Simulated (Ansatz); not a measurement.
Relaxation of ClGeH₃OSn (7 atoms, charge 0, multiplicity 1), to a largest force component of 0.02 eV/Å in at most 50 steps.

Level of theory: RKS PBE-D4/def2-SVP in Ansatz.

```xyz
7
Properties=species:S:1:pos:R:3
Cl -2.678 -1.106 0.803
Sn -0.591 -1.107 -0.193
O -0.236 0.692 -0.980
Ge 0.988 0.931 0.400
H -0.172 -2.310 -1.417
H -0.495 1.561 -1.378
H 2.413 0.870 -0.072
```

Task: Where does it end, and by what steps?

Result: The run converged. After 11 steps the energy has fallen by 1.805 eV; H6 moved furthest, 0.69 Å.

| step | energy less start (eV) | largest force component (eV/Å) | accepted |
| --- | --- | --- | --- |
| 0 | 0.0000 | 4.427 | yes |
| 1 | -1.2570 | 1.463 | yes |
| 2 | -1.5617 | 1.037 | yes |
| 3 | -1.6631 | 1.008 | yes |
| 4 | -1.7238 | 1.779 | yes |
| 5 | -1.7565 | 0.446 | yes |
| 6 | -1.7617 | 1.301 | yes |
| 7 | -1.7857 | 0.799 | yes |
| 8 | -1.7974 | 0.178 | yes |
| 9 | -1.8024 | 0.036 | yes |
| 10 | -1.8039 | 0.036 | yes |
| 11 | -1.8045 | 0.016 | yes |

```xyz
7
Properties=species:S:1:pos:R:3
Cl -2.596 -0.865 0.333
Sn -0.214 -1.150 0.043
O -0.072 0.827 -1.131
Ge 1.023 1.237 0.501
H -0.212 -2.216 -1.358
H -0.969 1.209 -1.012
H 2.269 0.489 -0.212
```

The run took 28 s on 2 threads of Arm Neoverse V2, on a shared host, peak memory 0.15 GiB.
